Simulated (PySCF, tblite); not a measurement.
C₂H₉PSSi₂.
Cartesian coordinates in Å at the GFN2-xTB level; atoms count from 1:
```
atom  x, y, z in Å
C1    -2.884   -0.174   -0.786
C2    -1.936   -0.983   -0.342
Si3   -0.290   -0.378    0.339
P4    -0.125    1.822   -0.092
S5     1.224   -1.552   -0.668
Si6    2.967   -0.302   -0.750
H7    -3.817   -0.534   -1.190
H8    -2.761    0.900   -0.768
H9    -2.084   -2.054   -0.387
H10   -0.152   -0.708    1.766
H11    0.959    2.029    0.744
H12   -1.025    2.164    0.899
H13    2.627    0.914   -1.478
H14    3.931   -1.143   -1.436
H15    3.362    0.008    0.622
```

Computed, not measured: CAM-B3LYP/def2-SVPD in PySCF (dipole) on a GFN2-xTB geometry, gas phase.

Masses are those of the commonest isotopes; rigid-rotor values at the optimised geometry. The values belong to one conformer with, in the numbering `[CH2:1]=[CH:2][Si@H:3]([PH2:4])[S:5][SiH3:6]`, C1–C2–Si3–P4 -10°, C2–Si3–P4–H 167° and 75°, C2–Si3–S5–Si6 151°.

(1) What are A, B and C (cm⁻¹)?

(2) Classify the top.

(3) Is it planar, by Δ = Ic − Ia − Ib?

(4) Give the other two planar moments, Paa and Pbb, and the rms extents of the mass along the axes.

(5) Predict some low-J microwave lines.

Answers

(1) Ia = 235.00, Ib = 528.37, Ic = 704.46 u·Å²; 505379 MHz·u·Å²/I gives 2151, 956.5 and 717.4 MHz, that is A = 0.07174, B = 0.03190, C = 0.02393 cm⁻¹.

(2) An asymmetric top; Ray's κ = -0.666.

(3) Not planar: Δ = Ic − Ia − Ib = -58.91 u·Å². For a rigid frame Δ = −2 Σ m c², so Σ m c² = 29.46 u·Å² lies off the ab plane: 10.56 from hydrogen and 18.89 from heavier atoms. The atom farthest from that plane is 2.12 Å away.

(4) Paa = Σ m a² = (Ib + Ic − Ia)/2 = 498.92 and Pbb = Σ m b² = (Ia + Ic − Ib)/2 = 205.54 u·Å². With the mass M = 151.97 u, the rms extents √(P/M) along a, b and c are 1.81, 1.16, 0.44 Å.

(5) The dipole components are |μa| = 0.57 D, |μb| = 0.95 D, |μc| = 0.44 D. Intensities carry the squares of the components, which stand as 0.36 : 1.00 : 0.22 (a : b : c). Some lines, for components of 0.1 D or more:

```tsv
type	branch	J(Ka,Kc)	MHz	lower level (cm⁻¹)
b	Q	1(1,0) ← 1(0,1)	1433	0.056
b	Q	2(1,1) ← 2(0,2)	1705	0.166
a	Q	4(1,3) ← 4(1,4)	2372	0.560
b	Q	3(2,2) ← 3(1,3)	4677	0.354
b	Q	5(2,4) ← 5(1,5)	5829	0.815
c	Q	5(3,3) ← 5(2,3)	5855	1.042
a	R	4(1,4) ← 3(1,3)	6160	0.354
b	Q	3(3,0) ← 3(2,1)	6432	0.516
b	R	4(1,4) ← 3(0,3)	6896	0.330
b	R	5(0,5) ← 4(1,4)	7353	0.560
a	R	5(0,5) ← 4(0,4)	7847	0.543
a	R	5(3,2) ← 4(3,1)	8511	0.956
b	R	3(2,2) ← 2(1,1)	8604	0.223
a	R	5(1,4) ← 4(1,3)	8795	0.639
c	R	3(3,0) ← 2(2,0)	11579	0.344
c	R	5(1,4) ← 4(0,4)	11660	0.543
b	Q	5(5,0) ← 5(4,1)	11754	1.542
b	R	4(4,1) ← 3(3,0)	15895	0.730
c	R	5(4,1) ← 4(3,1)	17568	0.956
c	R	5(5,0) ← 4(4,0)	20197	1.260
```

Its GFN2-xTB frequencies are all real (lowest 15 cm⁻¹). No vibrational averaging or centrifugal distortion is included, and the geometry carries the error of its method. A rigid rotor knows nothing of internal rotation, which can split or shift real lines.
